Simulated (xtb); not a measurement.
xtb input for Cl₇Si₃, SMILES Cl[Si]([Si]([Si](Cl)(Cl)Cl)Cl)(Cl)Cl, multiplicity 2, GFN2-xTB. 

```
$ xtb mol.xyz --gfn 2 --sp --chrg 0 --uhf 1 --json
$ cat mol.xyz
10

Cl     0.31987805    -1.94401275     2.03332965
Si     0.20421269    -0.14261695     1.11538929
Si     1.92667218     0.08804863    -0.44583587
Cl     3.70843666     0.34573463     0.48116069
Cl     2.18456614    -1.41480788    -1.78890053
Cl     1.52721617     1.76844003    -1.51509475
Si    -1.94492254     0.20924988     0.26518600
Cl    -2.10813215     2.17391718    -0.20534752
Cl    -3.36958990    -0.21921292     1.63986003
Cl    -2.41552040    -0.83744306    -1.41479293
```

It prints:

```
[banner left out]
          |                Calculation Setup                |
           -------------------------------------------------



           -------------------------------------------------
          |                 G F N 2 - x T B                 |
           -------------------------------------------------

        Reference                      10.1021/acs.jctc.8b01176
      * Hamiltonian:
        H0-scaling (s, p, d)           1.850000    2.230000    2.230000
        zeta-weighting                 0.500000
      * Dispersion:
        s8                             2.700000
        a1                             0.520000
        a2                             5.000000
        s9                             5.000000
      * Repulsion:
        kExp                           1.500000    1.000000
        rExp                           1.000000
      * Coulomb:
        alpha                          2.000000
        third order                    shell-resolved
        anisotropic                    true
        a3                             3.000000
        a5                             4.000000
        cn-shift                       1.200000
        cn-exp                         4.000000
        max-rad                        5.000000


          ...................................................
          :                      SETUP                      :
          :.................................................:
          :  # basis functions                 100          :
          :  # atomic orbitals                  90          :
          :  # shells                           30          :
          :  # electrons                        61          :
          :  max. iterations                   250          :
          :  Hamiltonian                  GFN2-xTB          :
          :  restarted?                      false          :
          :  GBSA solvation                  false          :
          :  PC potential                    false          :
          :  electronic temp.          300.0000000     K    :
          :  accuracy                    1.0000000          :
          :  -> integral cutoff          0.2500000E+02      :
          :  -> integral neglect         0.1000000E-07      :
          :  -> SCF convergence          0.1000000E-05 Eh   :
          :  -> wf. convergence          0.1000000E-03 e    :
          :  Broyden damping             0.4000000          :
          :  net charge                          0          :
          :  unpaired electrons                  1          :
          ...................................................

 iter      E             dE          RMSdq      gap      omega  full diag
   1    -37.1771776 -0.371772E+02  0.787E+00    2.44       0.0  T
   2    -37.2891916 -0.112014E+00  0.470E+00    2.16       1.0  T
   3    -37.3178168 -0.286252E-01  0.278E+00    2.43       1.0  T
   4    -37.3127086  0.510823E-02  0.217E+00    2.21       1.0  T
   5    -37.3454995 -0.327909E-01  0.106E+00    2.36       1.0  T
   6    -37.3481921 -0.269260E-02  0.599E-01    2.42       1.0  T
   7    -37.3501015 -0.190943E-02  0.270E-01    2.41       1.0  T
   8    -37.3501466 -0.450797E-04  0.179E-01    2.41       1.0  T
   9    -37.3502903 -0.143638E-03  0.112E-01    2.41       1.0  T
  10    -37.3503284 -0.381518E-04  0.797E-02    2.41       1.0  T
  11    -37.3503460 -0.176328E-04  0.634E-02    2.41       1.0  T
  12    -37.3503696 -0.235127E-04  0.310E-02    2.41       1.0  T
  13    -37.3503733 -0.379055E-05  0.194E-02    2.41       1.6  T
  14    -37.3503757 -0.234096E-05  0.487E-03    2.41       6.5  T
  15    -37.3503757 -0.495001E-07  0.311E-03    2.41      10.2  T
  16    -37.3503758 -0.551370E-07  0.130E-03    2.41      24.4  T
  17    -37.3503758  0.167962E-07  0.203E-03    2.41      15.6  T
  18    -37.3503758 -0.208051E-07  0.728E-04    2.41      43.4  T
  19    -37.3503758 -0.308857E-08  0.160E-04    2.41     197.2  T

   *** convergence criteria satisfied after 19 iterations ***

         #    Occupation            Energy/Eh            Energy/eV
      -------------------------------------------------------------
         1        2.0000           -1.0920462             -29.7161
       ...           ...                  ...                  ...
        25        2.0000           -0.4522937             -12.3075
        26        2.0000           -0.4517244             -12.2920
        27        2.0000           -0.4509391             -12.2707
        28        2.0000           -0.4491304             -12.2215
        29        2.0000           -0.4486280             -12.2078
        30        2.0000           -0.4051628             -11.0250
        31        1.0000           -0.3444587              -9.3732 (HOMO)
        32                         -0.2558292              -6.9615 (LUMO)
        33                         -0.2394257              -6.5151
        34                         -0.2294042              -6.2424
        35                         -0.2129348              -5.7943
        36                         -0.1818003              -4.9470
       ...                                ...                  ...
        90                          0.9223422              25.0982
      -------------------------------------------------------------
                  HL-Gap            0.0886295 Eh            2.4117 eV
             Fermi-level           -0.3374774 Eh           -9.1832 eV

 SCC (total)                   0 d,  0 h,  0 min,  0.051 sec
 SCC setup                      ...        0 min,  0.000 sec (  0.484%)
 Dispersion                     ...        0 min,  0.000 sec (  0.114%)
 classical contributions        ...        0 min,  0.000 sec (  0.065%)
 integral evaluation            ...        0 min,  0.006 sec ( 12.540%)
 iterations                     ...        0 min,  0.032 sec ( 62.275%)
 molecular gradient             ...        0 min,  0.012 sec ( 23.620%)
 printout                       ...        0 min,  0.000 sec (  0.848%)

         :::::::::::::::::::::::::::::::::::::::::::::::::::::
         ::                     SUMMARY                     ::
         :::::::::::::::::::::::::::::::::::::::::::::::::::::
         :: total energy             -37.294474892821 Eh    ::
         :: gradient norm              0.000126297961 Eh/a0 ::
         :: HOMO-LUMO gap              2.411730190567 eV    ::
         ::.................................................::
         :: SCC energy               -37.350243137757 Eh    ::
         :: -> isotropic ES            0.061186504561 Eh    ::
         :: -> anisotropic ES         -0.006499804194 Eh    ::
         :: -> anisotropic XC         -0.004333156713 Eh    ::
         :: -> dispersion             -0.021099994867 Eh    ::
         :: repulsion energy           0.055768244936 Eh    ::
         :: add. restraining           0.000000000000 Eh    ::
         :: total charge               0.000000000000 e     ::
         :::::::::::::::::::::::::::::::::::::::::::::::::::::

           -------------------------------------------------
          |                Property Printout                |
           -------------------------------------------------

    * Orbital Energies and Occupations

         #    Occupation            Energy/Eh            Energy/eV
      -------------------------------------------------------------
         1        2.0000           -1.0920462             -29.7161
       ...           ...                  ...                  ...
        19        2.0000           -0.4651281             -12.6568
        20        2.0000           -0.4640401             -12.6272
        21        2.0000           -0.4634821             -12.6120
        22        2.0000           -0.4628393             -12.5945
        23        2.0000           -0.4563660             -12.4184
        24        2.0000           -0.4526754             -12.3179
        25        2.0000           -0.4522937             -12.3075
        26        2.0000           -0.4517244             -12.2920
        27        2.0000           -0.4509391             -12.2707
        28        2.0000           -0.4491304             -12.2215
        29        2.0000           -0.4486280             -12.2078
        30        2.0000           -0.4051628             -11.0250
        31        1.0000           -0.3444587              -9.3732 (HOMO)
        32                         -0.2558292              -6.9615 (LUMO)
        33                         -0.2394257              -6.5151
        34                         -0.2294042              -6.2424
        35                         -0.2129348              -5.7943
        36                         -0.1818003              -4.9470
        37                         -0.1754767              -4.7750
        38                         -0.1692699              -4.6061
        39                         -0.1619124              -4.4059
        40                         -0.1532517              -4.1702
        41                         -0.0836727              -2.2768
        42                         -0.0822655              -2.2386
       ...                                ...                  ...
        90                          0.9223422              25.0982
      -------------------------------------------------------------
                  HL-Gap            0.0886295 Eh            2.4117 eV
             Fermi-level           -0.3374774 Eh           -9.1832 eV

     #   Z          covCN         q      C6AA      α(0)
     1  17 Cl       0.804    -0.166   104.240    15.618
     2  14 Si       2.674     0.368   180.953    29.542
     3  14 Si       3.346     0.483   113.434    21.286
     4  17 Cl       0.816    -0.191   105.062    15.680
     5  17 Cl       0.817    -0.171   104.405    15.631
     6  17 Cl       0.815    -0.224   106.141    15.760
     7  14 Si       3.345     0.484   113.480    21.295
     8  17 Cl       0.816    -0.212   105.728    15.730
     9  17 Cl       0.816    -0.191   105.076    15.681
    10  17 Cl       0.816    -0.181   104.733    15.656

 Mol. C6AA /au·bohr⁶  :      11144.297764
 Mol. C8AA /au·bohr⁸  :     562755.649980
 Mol. α(0) /au        :        181.880082


Wiberg/Mayer (AO) data.
largest (>0.10) Wiberg bond orders for each atom

 ---------------------------------------------------------------------------
     #   Z sym  total        # sym  WBO       # sym  WBO       # sym  WBO
 ---------------------------------------------------------------------------
     1  17 Cl   1.358 --     2 Si   1.271
     2  14 Si   3.140 --     1 Cl   1.271     3 Si   0.809     7 Si   0.805
     3  14 Si   4.252 --     5 Cl   1.132     4 Cl   1.123     6 Cl   1.080
                             2 Si   0.809
     4  17 Cl   1.267 --     3 Si   1.123
     5  17 Cl   1.305 --     3 Si   1.132
     6  17 Cl   1.230 --     3 Si   1.080
     7  14 Si   4.251 --    10 Cl   1.120     9 Cl   1.118     8 Cl   1.099
                             2 Si   0.805
     8  17 Cl   1.247 --     7 Si   1.099
     9  17 Cl   1.266 --     7 Si   1.118
    10  17 Cl   1.291 --     7 Si   1.120
 ---------------------------------------------------------------------------

Topologies differ in total number of bonds
Writing topology from bond orders to xtbtopo.mol

molecular dipole:
                 x           y           z       tot (Debye)
 q only:        0.218      -0.139       0.991
   full:        0.012      -0.094       0.103       0.356
molecular quadrupole (traceless):
                xx          xy          yy          xz          yz          zz
 q only:       -7.381       0.623       1.796       2.701       3.705       5.585
  q+dip:       -1.912       0.211      -0.105       0.632       1.986       2.017
   full:       -2.241       0.163       0.370       0.654       1.396       1.871


           -------------------------------------------------
Note: The following floating-point exceptions are signalling: IEEE_UNDERFLOW_FLAG IEEE_DENORMAL
normal termination of xtb
          | TOTAL ENERGY              -37.294474892821 Eh   |
          | GRADIENT NORM               0.000126297961 Eh/α |
          | HOMO-LUMO GAP               2.411730190567 eV   |
           -------------------------------------------------

------------------------------------------------------------------------
------------------------------------------------------------------------
 total:
 SCF:
```

The run converged.

Cost: roughly 0.11 core-seconds.
